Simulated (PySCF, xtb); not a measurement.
Sb(H)2(TeH) (H3SbTe), SMILES [SbH2][TeH].

GFN2-xTB in xtb 6.7.1 at its own geometry gives an orbital gap of 3.83 eV and a dipole moment of 2.39 D.

Geometry: PBE0-D3(BJ)/def2-TZVP. The def2 effective core potentials stand for the cores of Sb, Te; spin–orbit coupling is left out.

Question: What does HF/def2-TZVPD in PySCF give? (Estimate from the structure and the level; the computed values follow.)

Answer: gap 9.51 eV (levels -8.68 and 0.82 eV), dipole 1.13 D.
